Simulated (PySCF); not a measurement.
PySCF job for CBrF2, SMILES F[C](F)Br (connectivity only; charge and spin as stated), charge +1, multiplicity 1, ADC(2)/aug-cc-pVDZ. Coordinates come from a B3LYP-D3(BJ)/def2-SVP optimisation. The multiplicity is an assumed one; other spin states were not compared. The isomer is the one that the SMILES or the coordinates give; other isomers of the formula were not compared.

```python
import numpy as np
from pyscf import gto, scf, dft, adc

mol = gto.M(
    atom='''
    F     0.00000000    1.06002465   -1.52583166
    C     0.00000000    0.00000000   -0.85760111
    F     0.00000000   -1.06002465   -1.52583166
    Br    0.00000000    0.00000000    0.93173076
    ''',
    basis='aug-cc-pVDZ',
    charge=1,
    spin=0,
    max_memory=1600,
    verbose=4,
)
mf = scf.RHF(mol)
mf.conv_tol = 1e-10
mf.max_cycle = 100
mf.kernel()
res = {}
for kind, nroots in (('ee', 6), ('ip', 6), ('ea', 2)):
    a = adc.ADC(mf).density_fit('aug-cc-pvdz-ri')
    a.method, a.method_type = 'adc(2)', kind
    e, v, p, x = a.kernel(nroots=nroots)
    res[kind] = (e * 27.211386245988, p)
for kind, (e, p) in res.items():
    print(kind, 'energies / eV', np.round(e, 3), 'strengths', np.round(p, 4))
```

Program output:

```
PySCF version 2.14.0

[INPUT] verbose = 4
[INPUT] num. atoms = 4
[INPUT] num. electrons = 58
[INPUT] charge = 1
[INPUT] spin (= nelec alpha-beta = 2S) = 0
[INPUT] symmetry False subgroup None
[INPUT] Mole.unit = angstrom
[INPUT] Symbol           X                Y                Z      unit          X                Y                Z       unit  Magmom
[INPUT]  1 F      0.000000000000   1.060024650000  -1.525831660000 AA    0.000000000000   2.003156273788  -2.883403949590 Bohr   0.0
[INPUT]  2 C      0.000000000000   0.000000000000  -0.857601110000 AA    0.000000000000   0.000000000000  -1.620631222023 Bohr   0.0
[INPUT]  3 F      0.000000000000  -1.060024650000  -1.525831660000 AA    0.000000000000  -2.003156273788  -2.883403949590 Bohr   0.0
[INPUT]  4 Br     0.000000000000   0.000000000000   0.931730760000 AA    0.000000000000   0.000000000000   1.760715958233 Bohr   0.0

nuclear repulsion = 252.494583620607
number of shells = 33
number of NR pGTOs = 191
number of NR cGTOs = 105
basis = aug-cc-pVDZ
ecp = {}


******** <class 'pyscf.scf.hf.RHF'> ********
method = RHF
initial guess = minao
damping factor = 0
level_shift factor = 0
DIIS = <class 'pyscf.scf.diis.CDIIS'>
diis_start_cycle = 1
diis_space = 8
diis_damp = 0
SCF conv_tol = 1e-10
SCF conv_tol_grad = None
SCF max_cycles = 100
direct_scf = True
direct_scf_tol = 1e-13
Set gradient conv threshold to 1e-05
Initial guess from minao.
init E= -2809.00050375223
  HOMO = -0.401769110421217  LUMO = 0.0252132448047693  gap/eV = 11.61878
cycle= 1 E= -2808.54389659572  delta_E= 0.457  |g|= 0.986  |ddm|= 1.93
  HOMO = -0.755918824883725  LUMO = -0.416532096979395  gap/eV = 9.23518
cycle= 2 E= -2808.68594502319  delta_E= -0.142  |g|= 0.699  |ddm|= 1.37
  HOMO = -0.739863148047097  LUMO = -0.239047844093299  gap/eV = 13.62788
cycle= 3 E= -2808.78778457601  delta_E= -0.102  |g|= 0.0729  |ddm|= 0.502
  HOMO = -0.718854410018417  LUMO = -0.216160885159434  gap/eV = 13.67899
cycle= 4 E= -2808.7892576072  delta_E= -0.00147  |g|= 0.0209  |ddm|= 0.128
  HOMO = -0.719308902037303  LUMO = -0.215483906373084  gap/eV = 13.70978
cycle= 5 E= -2808.7894826677  delta_E= -0.000225  |g|= 0.00689  |ddm|= 0.0464
  HOMO = -0.720711894559794  LUMO = -0.215091129080377  gap/eV = 13.75864
cycle= 6 E= -2808.78951474607  delta_E= -3.21e-05  |g|= 0.00317  |ddm|= 0.0147
  HOMO = -0.720361698696779  LUMO = -0.215192140343945  gap/eV = 13.74636
cycle= 7 E= -2808.789522359  delta_E= -7.61e-06  |g|= 0.000989  |ddm|= 0.00957
  HOMO = -0.720287515428984  LUMO = -0.215062628089808  gap/eV = 13.74787
cycle= 8 E= -2808.78952372765  delta_E= -1.37e-06  |g|= 0.000271  |ddm|= 0.00516
  HOMO = -0.720257887504851  LUMO = -0.215025735538708  gap/eV = 13.74807
cycle= 9 E= -2808.7895238291  delta_E= -1.01e-07  |g|= 7.19e-05  |ddm|= 0.0013
  HOMO = -0.720254715800771  LUMO = -0.215031115972597  gap/eV = 13.74783
cycle= 10 E= -2808.78952383467  delta_E= -5.57e-09  |g|= 1.75e-05  |ddm|= 0.000228
  HOMO = -0.720254104926291  LUMO = -0.215030781877321  gap/eV = 13.74783
cycle= 11 E= -2808.78952383488  delta_E= -2.11e-10  |g|= 3.77e-06  |ddm|= 3.63e-05
  HOMO = -0.720254618164327  LUMO = -0.215031028821666  gap/eV = 13.74783
cycle= 12 E= -2808.78952383489  delta_E= -5.91e-12  |g|= 8.48e-07  |ddm|= 6.41e-06
  HOMO = -0.720254536134767  LUMO = -0.215030926760259  gap/eV = 13.74783
Extra cycle  E= -2808.78952383489  delta_E= -6.37e-12  |g|= 3.48e-07  |ddm|= 1.12e-06
converged SCF energy = -2808.78952383489

******** <class 'pyscf.adc.radc.RADC'> ********
******** ADC Orbital Information ********
Number of Frozen Occupied Orbitals: 0
Number of Frozen Virtual Orbitals: 0
Number of Active Occupied Orbitals: 29
Number of Active Virtual Orbitals: 76
*****************************************
******** <class 'pyscf.df.df.DF'> ********
auxbasis = aug-cc-pvdz-ri
Reference correlation energy (doubles): -0.68037018
MP2 correlation energy of reference state (a.u.) = -0.68037018

******** <class 'pyscf.adc.radc_ee.RADCEE'> ********
max_space = 12
max_cycle = 50
conv_tol = 1e-08

*************************************************************
        ADC calculation summary (singlet states only)
*************************************************************
adc(2) root 0  |  Energy (Eh) =   0.1699087166  |  Energy (eV) =   4.62345167  |  Osc. strength = 0.00000000  |  conv = True
adc(2) root 1  |  Energy (Eh) =   0.2061450661  |  Energy (eV) =   5.60949297  |  Osc. strength = 0.19607943  |  conv = True
adc(2) root 2  |  Energy (Eh) =   0.2695843094  |  Energy (eV) =   7.33576271  |  Osc. strength = 0.00027968  |  conv = True
adc(2) root 3  |  Energy (Eh) =   0.2853224313  |  Energy (eV) =   7.76401882  |  Osc. strength = 0.00105509  |  conv = True
adc(2) root 4  |  Energy (Eh) =   0.2927099785  |  Energy (eV) =   7.96504422  |  Osc. strength = 0.00355968  |  conv = True
adc(2) root 5  |  Energy (Eh) =   0.3063634584  |  Energy (eV) =   8.33657433  |  Osc. strength = 0.00000000  |  conv = True

******** <class 'pyscf.adc.radc.RADC'> ********
******** ADC Orbital Information ********
Number of Frozen Occupied Orbitals: 0
Number of Frozen Virtual Orbitals: 0
Number of Active Occupied Orbitals: 29
Number of Active Virtual Orbitals: 76
*****************************************
******** <class 'pyscf.df.df.DF'> ********
auxbasis = aug-cc-pvdz-ri
Reference correlation energy (doubles): -0.68037018
MP2 correlation energy of reference state (a.u.) = -0.68037018

******** <class 'pyscf.adc.radc_ip.RADCIP'> ********
max_space = 12
max_cycle = 50
conv_tol = 1e-08

*************************************************************
        ADC calculation summary (doublet states only)
*************************************************************
adc(2) root 0  |  Energy (Eh) =   0.6899544578  |  Energy (eV) =  18.77461709  |  Spec. factor = 1.85110488  |  conv = True
adc(2) root 1  |  Energy (Eh) =   0.7100342696  |  Energy (eV) =  19.32101660  |  Spec. factor = 1.85277984  |  conv = True
adc(2) root 2  |  Energy (Eh) =   0.8164757710  |  Energy (eV) =  22.21743738  |  Spec. factor = 1.77448866  |  conv = True
adc(2) root 3  |  Energy (Eh) =   0.8314928701  |  Energy (eV) =  22.62607346  |  Spec. factor = 1.71928770  |  conv = True
adc(2) root 4  |  Energy (Eh) =   0.8546204085  |  Energy (eV) =  23.25540584  |  Spec. factor = 1.72402156  |  conv = True
adc(2) root 5  |  Energy (Eh) =   0.9612990652  |  Energy (eV) =  26.15827994  |  Spec. factor = 1.72821293  |  conv = True

******** <class 'pyscf.adc.radc.RADC'> ********
******** ADC Orbital Information ********
Number of Frozen Occupied Orbitals: 0
Number of Frozen Virtual Orbitals: 0
Number of Active Occupied Orbitals: 29
Number of Active Virtual Orbitals: 76
*****************************************
******** <class 'pyscf.df.df.DF'> ********
auxbasis = aug-cc-pvdz-ri
Reference correlation energy (doubles): -0.68037018
MP2 correlation energy of reference state (a.u.) = -0.68037018

******** <class 'pyscf.adc.radc_ea.RADCEA'> ********
max_space = 12
max_cycle = 50
conv_tol = 1e-08

*************************************************************
        ADC calculation summary (doublet states only)
*************************************************************
adc(2) root 0  |  Energy (Eh) =  -0.2904355303  |  Energy (eV) =  -7.90315333  |  Spec. factor = 1.80510374  |  conv = True
adc(2) root 1  |  Energy (Eh) =  -0.1796950311  |  Energy (eV) =  -4.88975086  |  Spec. factor = 1.86929472  |  conv = True
ee energies / eV [4.623 5.609 7.336 7.764 7.965 8.337] strengths [0.     0.1961 0.0003 0.0011 0.0036 0.    ]
ip energies / eV [18.775 19.321 22.217 22.626 23.255 26.158] strengths [1.8511 1.8528 1.7745 1.7193 1.724  1.7282]
ea energies / eV [-7.903 -4.89 ] strengths [1.8051 1.8693]
```

The calculation finished and met its thresholds.
